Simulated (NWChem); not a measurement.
System: C3H5FO; SMILES C(/OC)=C\F

Here is an NWChem input.

```
start job
memory heap 200 mb stack 900 mb global 1100 mb
geometry units angstroms noautosym nocenter noautoz
  C     -0.291740     2.252788    -0.097422
  O      0.475986     1.122061     0.216677
  C     -0.194903    -0.048336     0.202701
  C      0.409480    -1.192774    -0.117398
  F     -0.239239    -2.355438    -0.042327
  H      0.347164     3.133491     0.048906
  H     -1.173487     2.341351     0.564524
  H     -0.640620     2.234498    -1.145654
  H     -1.250922    -0.040260     0.506295
  H      1.453197    -1.271168    -0.431414
end
basis spherical
  C library sto-3g
  O library sto-3g
  F library sto-3g
  H library sto-3g
end
dft
  xc hfexch
  iterations 150
end
property
  shielding
end
task dft property
```

Excerpt of the output:

```
             Northwest Computational Chemistry Package (NWChem) 7.3.0
             --------------------------------------------------------

                             Geometry "geometry" -> ""
                             -------------------------

 Output coordinates in angstroms (scale by  1.889725989 to convert to a.u.)

  No.       Tag          Charge          X              Y              Z
 ---- ---------------- ---------- -------------- -------------- --------------
    1 C                    6.0000    -0.29174000     2.25278800    -0.09742200
    2 O                    8.0000     0.47598600     1.12206100     0.21667700
    3 C                    6.0000    -0.19490300    -0.04833600     0.20270100
    4 C                    6.0000     0.40948000    -1.19277400    -0.11739800
    5 F                    9.0000    -0.23923900    -2.35543800    -0.04232700
    6 H                    1.0000     0.34716400     3.13349100     0.04890600
    7 H                    1.0000    -1.17348700     2.34135100     0.56452400
    8 H                    1.0000    -0.64062000     2.23449800    -1.14565400
    9 H                    1.0000    -1.25092200    -0.04026000     0.50629500
   10 H                    1.0000     1.45319700    -1.27116800    -0.43141400

 Effective nuclear repulsion energy (a.u.)     170.3356016280

  xc_inp: hfexch multiplicative factor not found.
                              NWChem Property Module
                              ----------------------

  itol2e modified to match energy
  convergence criterion.

                                 NWChem DFT Module
                                 -----------------

 Summary of "ao basis" -> "ao basis" (spherical)
 ------------------------------------------------------------------------------
       Tag                 Description            Shells   Functions and Types
 ---------------- ------------------------------  ------  ---------------------
 C                           sto-3g                  3        5   2s1p
 O                           sto-3g                  3        5   2s1p
 F                           sto-3g                  3        5   2s1p
 H                           sto-3g                  1        1   1s

  itol2e modified to match energy
  convergence criterion.

            General Information
            -------------------
          SCF calculation type: DFT
          Wavefunction type:  closed shell.
          No. of atoms     :    10
          No. of electrons :    40
           Alpha electrons :    20
            Beta electrons :    20
          Charge           :     0
          Spin multiplicity:     1
          Use of symmetry is: off; symmetry adaption is: off
          Maximum number of iterations: 150
          AO basis - number of functions:    30
                     number of shells:    20
          Convergence on energy requested:  1.00D-07
          Convergence on density requested:  1.00D-05
          Convergence on gradient requested:  5.00D-04

              XC Information
              --------------
                     Hartree-Fock (Exact) Exchange  1.000

      Superposition of Atomic Density Guess
      -------------------------------------

 Sum of atomic energies:        -285.64687265

      Non-variational initial energy
      ------------------------------

 Total energy =    -286.517167
 1-e energy   =    -735.592857
 2-e energy   =     278.740088
 HOMO         =      -0.033141
 LUMO         =       0.313302

[...]

          -----------------------------------------
          Chemical Shielding Tensors (GIAO, in ppm)
          -----------------------------------------

                                NWChem CPHF Module
                                ------------------

  scftype          =     RHF
  nclosed          =       20
  nopen            =        0
  variables        =      200
  # of vectors     =        3
  tolerance        = 0.10D-03
  level shift      = 0.00D+00
  max iterations   =       50
  max subspace     =       30

 SCF residual:    2.9328640977824492E-005

Iterative solution of linear equations
  No. of variables      200
  No. of equations        3
  Maximum subspace       30
        Iterations       50
       Convergence  1.0D-04

   iter   nsub   residual    time
   ----  ------  --------  ---------
     1      3    1.19D+00       2.8
     2      6    1.82D-01       2.9
     3      9    3.76D-02       3.1
     4     12    8.96D-03       3.3
     5     15    1.78D-03       3.4
     6     18    1.97D-04       3.6
     7     21    1.91D-05       3.8

      Atom:    1  C
        Diamagnetic
    246.8549     -2.8590      0.8294
     -2.8590    253.7337     -1.6654
      0.8294     -1.6654    244.7559

        Paramagnetic
    -58.3476    -20.8806      2.8900
    -20.8806    -32.3768    -10.0231
      2.8900    -10.0231    -68.9466

        Total Shielding Tensor
    188.5073    -23.7396      3.7195
    -23.7396    221.3569    -11.6884
      3.7195    -11.6884    175.8093

           isotropic =     195.2245
          anisotropy =      61.4905

          Principal Components and Axis System
                 1           2           3
              236.2182    177.2074    172.2480

      1        -0.4490      0.8232      0.3473
      2         0.8717      0.3182      0.3727
      3        -0.1963     -0.4701      0.8605

      Atom:    2  O
        Diamagnetic
    373.1073      0.6090      5.1746
      0.6090    404.1926     -5.1485
      5.1746     -5.1485    354.0958

        Paramagnetic
     10.6620     30.6366     19.1506
     30.6366    -66.0392     -6.1595
     19.1506     -6.1595     53.1200

        Total Shielding Tensor
    383.7693     31.2457     24.3252
     31.2457    338.1533    -11.3081
     24.3252    -11.3081    407.2158

           isotropic =     376.3795
          anisotropy =      70.3042

          Principal Components and Axis System
                 1           2           3
              423.2489    388.7453    317.1442

      1         0.5812      0.6557     -0.4819
      2         0.1062      0.5260      0.8438
      3         0.8068     -0.5416      0.2361

      Atom:    3  C
        Diamagnetic
    256.1382     -0.2250     -4.6616
     -0.2250    270.8505      3.1459
     -4.6616      3.1459    240.5272

        Paramagnetic
   -193.2303    -42.2239     32.8537
    -42.2239   -142.9783      1.3469
     32.8537      1.3469    -65.2934

        Total Shielding Tensor
     62.9078    -42.4489     28.1921
    -42.4489    127.8722      4.4928
     28.1921      4.4928    175.2338

           isotropic =     122.0046
          anisotropy =      90.9451

          Principal Components and Axis System
                 1           2           3
              182.6347    146.8256     36.5535

      1         0.2713     -0.3761      0.8860
      2        -0.1321      0.8972      0.4214
      3         0.9534      0.2314     -0.1938

      Atom:    4  C
        Diamagnetic
    257.7438     -1.0290     -5.1659
     -1.0290    269.4351      3.5259
     -5.1659      3.5259    243.1498

        Paramagnetic
   -191.1028    -36.3547     34.7273
    -36.3547   -140.0449      0.6720
     34.7273      0.6720    -69.2408

        Total Shielding Tensor
     66.6410    -37.3837     29.5614
    -37.3837    129.3902      4.1979
     29.5614      4.1979    173.9090

           isotropic =     123.3134
          anisotropy =      88.3003

          Principal Components and Axis System
                 1           2           3
              182.1803    144.8148     42.9451

      1         0.2838     -0.3500      0.8927
      2        -0.1254      0.9095      0.3965
      3         0.9507      0.2244     -0.2142

      Atom:    5  F
        Diamagnetic
    448.8369     19.2106     -0.9713
     19.2106    476.8083     -1.9377
     -0.9713     -1.9377    439.0410

        Paramagnetic
    -67.0709    -35.4674     44.8921
    -35.4674    -94.4553     -9.9639
     44.8921     -9.9639     81.6566

        Total Shielding Tensor
    381.7660    -16.2567     43.9207
    -16.2567    382.3531    -11.9016
     43.9207    -11.9016    520.6976

           isotropic =     428.2722
          anisotropy =     160.2330

          Principal Components and Axis System
                 1           2           3
              535.0942    388.4142    361.3082

      1         0.2841     -0.4871      0.8258
      2        -0.1045      0.8405      0.5317
      3         0.9531      0.2374     -0.1879

      Atom:    6  H
        Diamagnetic
     29.1745      6.0748      0.9989
      6.0748     38.1441      1.0477
      0.9989      1.0477     24.8957

        Paramagnetic
     -0.4033     -2.8365     -0.6282
     -2.8365     -1.3740     -0.7771
     -0.6282     -0.7771      1.4089

        Total Shielding Tensor
     28.7712      3.2382      0.3707
      3.2382     36.7701      0.2707
      0.3707      0.2707     26.3047

           isotropic =      30.6153
          anisotropy =      10.9706

          Principal Components and Axis System
                 1           2           3
               37.9291     27.6731     26.2438

      1         0.3344      0.9242     -0.1844
      2         0.9419     -0.3345      0.0315
      3         0.0326      0.1842      0.9824

      Atom:    7  H
        Diamagnetic
     34.4963     -3.1969     -6.6690
     -3.1969     28.9107      1.0932
     -6.6690      1.0932     28.5060

[...]
```

Level: Hartree-Fock/STO-3G, GIAO. STO-3G and 3-21G are far too small for this property and stand as cheap habits. Geometry: optimised at PBE0/def2-SVP. The printed shielding anisotropy is the first printed principal value minus the mean of the other two.
